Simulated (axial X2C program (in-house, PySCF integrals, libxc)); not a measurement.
## What spin–orbit coupling does to LiY⁺

Calculated with an in-house relativistic program for diatomic molecules. Spin-free means the one-electron spin-free X2C Hamiltonian; two-component (2c) means X2C with spin–orbit coupling and atomic mean-field two-electron Coulomb and Gaunt terms, so the difference of the two also holds small scalar two-electron terms. Basis: Y dyall-cv3z [11s12p9d6f3g], Li dyall-cv3z [7s8p2d] (cores contracted in-house); Gaussian nuclei, density fitting, unrestricted open shells. Masses: Y 88.906 u, Li 7.016 u.

Spin-free state: M_S = 1/2, Λ = 0 (beyond evenly filled blocks: σα); fragments Y + Li+.

```json
{"level": "PBE0", "Re (Å)": "3.215", "ωe (cm⁻¹)": "260.4", "De (eV)": "1.416", "μ (D)": "5.70"}
{"level": "PW91", "Re (Å)": "3.224", "ωe (cm⁻¹)": "253.3", "De (eV)": "1.459", "μ (D)": "5.90"}
```

Dipoles are positive if Li is the positive end and refer to the centre of mass.

Two-component determinant lowest at the distance of the search:

Ω = 1/2 (⟨Sz⟩ = 0.50, ⟨Lz⟩ = 0.00 at PBE0); fragments Y + Li+.

```json
{"level": "PBE0", "Re (Å)": "3.215", "ωe (cm⁻¹)": "260.4", "μ (D)": "5.69"}
{"level": "PW91", "Re (Å)": "3.223", "ωe (cm⁻¹)": "253.3", "μ (D)": "5.89"}
```

(1) From the two tables, how do the constants change at the PBE0 level (2c against spin-free)?

The state is a single determinant with fixed occupations, the lowest that a limited PBE0 search found. Dissociation energies refer to the lowest single-determinant-based atoms at the same level and basis. De is not given where an atomic determinant may have missed its ground term or J level, or where the truncated virtual space spoils (T). Density functionals use the spin component along the axis (collinear). Other states lie close and PBE0, whose exact exchange favours high spin, may order them wrongly; the determinant shown need not be the ground state. The nearest other spin-free determinant of the search, M_S = 1/2, Λ = 1, lies 0.16 eV up at the distance of the search. Without a current term, density functionals place determinants with orbital angular momentum somewhat too high.

Answers

(1) At the PBE0 level Re is unchanged within 0.001 Å and ωe doesn't move by more than 0.2 cm⁻¹.
